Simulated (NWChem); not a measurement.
System: C3H10N cation; SMILES [NH2+](C)CC

NWChem input:

```
start job
memory heap 200 mb stack 900 mb global 1100 mb
charge 1
geometry units angstroms noautoz
  C     -0.551080     1.590955     0.121677
  C      0.603312     0.714398    -0.323665
  N      0.559062    -0.676969     0.293312
  C     -0.582664    -1.549336    -0.136413
  H     -0.576242     1.720186     1.223264
  H     -0.413300     2.597698    -0.318630
  H     -1.535250     1.220751    -0.224724
  H      1.580845     1.141562    -0.024080
  H      0.620045     0.559417    -1.420878
  H      0.542800    -0.578956     1.326668
  H      1.451081    -1.160003     0.079643
  H     -0.543328    -1.666674    -1.234476
  H     -0.488272    -2.534658     0.354848
  H     -1.533636    -1.073250     0.158304
end
basis spherical
  * library def2-svpd
end
dft
  xc xpbe96 cpbe96
  iterations 150
  mulliken
end
task dft energy
```

Excerpt of the output:

```
             Northwest Computational Chemistry Package (NWChem) 7.3.0
             --------------------------------------------------------

 C1  symmetry detected

                             Geometry "geometry" -> ""
                             -------------------------

 Output coordinates in angstroms (scale by  1.889725989 to convert to a.u.)

  No.       Tag          Charge          X              Y              Z
 ---- ---------------- ---------- -------------- -------------- --------------
    1 C                    6.0000    -0.55040070     1.58821636     0.13183152
    2 C                    6.0000     0.60520764     0.71682204    -0.32043375
    3 N                    7.0000     0.56638321    -0.67739339     0.29044824
    4 C                    6.0000    -0.57408031    -1.55096972    -0.14017152
    5 H                    1.0000    -0.57301891     1.71247366     1.23404576
    6 H                    1.0000    -0.41653112     2.59728346    -0.30434226
    7 H                    1.0000    -1.53446272     1.21685778    -0.21363915
    8 H                    1.0000     1.58235393     1.14532999    -0.02150716
    9 H                    1.0000     0.61947879     0.56677249    -1.41836677
   10 H                    1.0000     0.55257084    -0.58402556     1.32426993
   11 H                    1.0000     1.45915412    -1.15702137     0.07229393
   12 H                    1.0000    -0.53731145    -1.66331096    -1.23884589
   13 H                    1.0000    -0.47570411    -2.53820562     0.34644337
   14 H                    1.0000    -1.52557167    -1.07881218     0.15915304

 Effective nuclear repulsion energy (a.u.)     141.7396112201

  pbe96 is a nonlocal functional; adding pw91lda local functional.

                                 NWChem DFT Module
                                 -----------------

 Summary of "ao basis" -> "ao basis" (spherical)
 ------------------------------------------------------------------------------
       Tag                 Description            Shells   Functions and Types
 ---------------- ------------------------------  ------  ---------------------
 C                         def2-svpd                 8       20   4s2p2d
 N                         def2-svpd                 8       20   4s2p2d
 H                         def2-svpd                 4        8   2s2p

            General Information
            -------------------
          SCF calculation type: DFT
          Wavefunction type:  closed shell.
          No. of atoms     :    14
          No. of electrons :    34
           Alpha electrons :    17
            Beta electrons :    17
          Charge           :     1
          Spin multiplicity:     1
          Use of symmetry is: off; symmetry adaption is: off
          Maximum number of iterations: 150
          AO basis - number of functions:   160
                     number of shells:    72
          Convergence on energy requested:  1.00D-06
          Convergence on density requested:  1.00D-05
          Convergence on gradient requested:  5.00D-04

              XC Information
              --------------
          PerdewBurkeErnzerhof Exchange Functional  1.000
            Perdew 1991 LDA Correlation Functional  1.000 local
           PerdewBurkeErnz. Correlation Functional  1.000 non-local

             Grid Information
             ----------------
          Grid used for XC integration:  medium
          Radial quadrature: Mura-Knowles
          Angular quadrature: Lebedev.
          Tag              B.-S. Rad. Rad. Pts. Rad. Cut. Ang. Pts.
          ---              ---------- --------- --------- ---------
          C                   0.70       49          11.0       434
          N                   0.65       49          10.0       434
          H                   0.35       45          13.0       434
          Grid pruning is: on
          Number of quadrature shells:   646
          Spatial weights used:  Erf1

      Superposition of Atomic Density Guess
      -------------------------------------

 Sum of atomic energies:        -172.11248696

 Renormalizing density from      35.00 to     34

      Non-variational initial energy
      ------------------------------

 Total energy =    -171.338037
 1-e energy   =    -495.602666
 2-e energy   =     182.525019
 HOMO         =      -0.683900
 LUMO         =      -0.181692

     ---------------------------------------------
      Total Density - Mulliken Population Analysis
     ---------------------------------------------

    Atom       Charge   Shell Charges
 -----------   ------   -------------------------------------------------------
    1 C    6     6.10   1.99  1.07 -0.38  0.04  2.29  1.01  0.02  0.06
    2 C    6     6.05   1.99  1.04 -0.18  0.03  2.06  0.81  0.04  0.24
    3 N    7     8.45   1.99  1.07  0.24  0.89  2.52  1.45  0.02  0.27
    4 C    6     5.46   1.99  1.05 -0.36 -0.00  2.13  0.63  0.03 -0.01
    5 H    1     0.82   0.65  0.10  0.03  0.05
    6 H    1     0.78   0.63  0.07  0.03  0.05
    7 H    1     0.83   0.65  0.09  0.03  0.06
    8 H    1     0.93   0.66  0.24  0.02  0.01
    9 H    1     0.86   0.66  0.16  0.02  0.02
   10 H    1     0.48   0.58 -0.11  0.03 -0.01
   11 H    1     0.49   0.57 -0.11  0.03 -0.00
   12 H    1     0.86   0.66  0.18  0.02  0.01
   13 H    1     0.96   0.65  0.27  0.02  0.01
   14 H    1     0.92   0.66  0.19  0.02  0.04

   convergence    iter        energy       DeltaE   RMS-Dens  Diis-err
 ---------------- ----- ----------------- --------- --------- ---------
 d= 0,ls=0.0,diis     1   -174.4107614403 -3.16D+02  1.29D-02  7.75D-01
 d= 0,ls=0.0,diis     2   -174.3776181805  3.31D-02  5.38D-03  8.62D-01
 d= 0,ls=0.0,diis     3   -174.4806679537 -1.03D-01  1.43D-03  5.94D-02
 d= 0,ls=0.0,diis     4   -174.4873728682 -6.70D-03  4.40D-04  6.07D-03
 d= 0,ls=0.0,diis     5   -174.4880479410 -6.75D-04  6.23D-05  8.95D-05
  Resetting Diis
 d= 0,ls=0.0,diis     6   -174.4880574477 -9.51D-06  1.90D-05  7.43D-06
 d= 0,ls=0.0,diis     7   -174.4880582752 -8.28D-07  1.48D-05  1.23D-06
 d= 0,ls=0.0,diis     8   -174.4880580708  2.04D-07  8.45D-06  2.91D-06

         Total DFT energy =     -174.488058070794
      One electron energy =     -506.614014988714
           Coulomb energy =      216.699432889457
    Exchange-Corr. energy =      -26.313087191590
 Nuclear repulsion energy =      141.739611220052

 Numeric. integr. density =       33.999995628092

                       DFT Final Molecular Orbital Analysis
                       ------------------------------------

 Vector   15  Occ=2.000000D+00  E=-5.302620D-01
              MO Center= -6.3D-02,  9.0D-01, -6.2D-02, r^2= 2.6D+00
   Bfn.  Coefficient  Atom+Function         Bfn.  Coefficient  Atom+Function
  ----- ------------  ---------------      ----- ------------  ---------------
     6      0.304921   1 C  py               25      0.288574   2 C  px
     5     -0.239962   1 C  px               44     -0.233748   3 N  s
    89      0.197021   6 H  s                26     -0.191712   2 C  py
   129     -0.170684  11 H  s                27     -0.155126   2 C  pz
    46     -0.127197   3 N  py                9      0.124704   1 C  py

 Vector   16  Occ=2.000000D+00  E=-5.099943D-01
              MO Center= -3.4D-01,  1.5D+00,  6.1D-02, r^2= 2.3D+00
   Bfn.  Coefficient  Atom+Function         Bfn.  Coefficient  Atom+Function
  ----- ------------  ---------------      ----- ------------  ---------------
    89      0.325491   6 H  s                44     -0.303448   3 N  s
     7     -0.282037   1 C  pz                6      0.240066   1 C  py
    81     -0.232198   5 H  s                 5      0.188827   1 C  px
    46     -0.144842   3 N  py               97     -0.141199   7 H  s
    43      0.139411   3 N  s               113     -0.136975   9 H  s

 Vector   17  Occ=2.000000D+00  E=-4.941429D-01
              MO Center= -2.5D-01,  1.2D+00,  6.0D-03, r^2= 2.4D+00
   Bfn.  Coefficient  Atom+Function         Bfn.  Coefficient  Atom+Function
  ----- ------------  ---------------      ----- ------------  ---------------
    97      0.307928   7 H  s                81     -0.254840   5 H  s
     7     -0.253514   1 C  pz              105      0.238215   8 H  s
     5     -0.223662   1 C  px              113     -0.210115   9 H  s
    27      0.197377   2 C  pz               25      0.159770   2 C  px
    44     -0.157771   3 N  s                 6     -0.131292   1 C  py

 Vector   18  Occ=0.000000D+00  E=-2.025401D-01
              MO Center=  9.7D-01, -8.5D-01,  5.6D-01, r^2= 4.8D+00
   Bfn.  Coefficient  Atom+Function         Bfn.  Coefficient  Atom+Function
  ----- ------------  ---------------      ----- ------------  ---------------
    44      1.720386   3 N  s                24      0.835284   2 C  s
    64      0.601021   4 C  s               130     -0.602368  11 H  s
   122     -0.509428  10 H  s               134      0.399123  11 H  px
    43     -0.397022   3 N  s               114     -0.394839   9 H  s
   128      0.390997  10 H  pz               42     -0.346317   3 N  s

 Vector   19  Occ=0.000000D+00  E=-1.575664D-01
              MO Center=  7.3D-01, -5.9D-01,  6.8D-01, r^2= 5.3D+00
   Bfn.  Coefficient  Atom+Function         Bfn.  Coefficient  Atom+Function
  ----- ------------  ---------------      ----- ------------  ---------------
    24      1.358903   2 C  s                44     -1.303853   3 N  s
     4     -1.119716   1 C  s               122      0.915179  10 H  s
   128     -0.701226  10 H  pz              134      0.423722  11 H  px
   130     -0.366192  11 H  s                82      0.322232   5 H  s
    98      0.291968   7 H  s                47     -0.288204   3 N  pz

[...]
```

Level: PBE/def2-SVPD. Geometry: optimised at PBE-D3(BJ)/def2-SVP. No frequency run checked for a minimum.
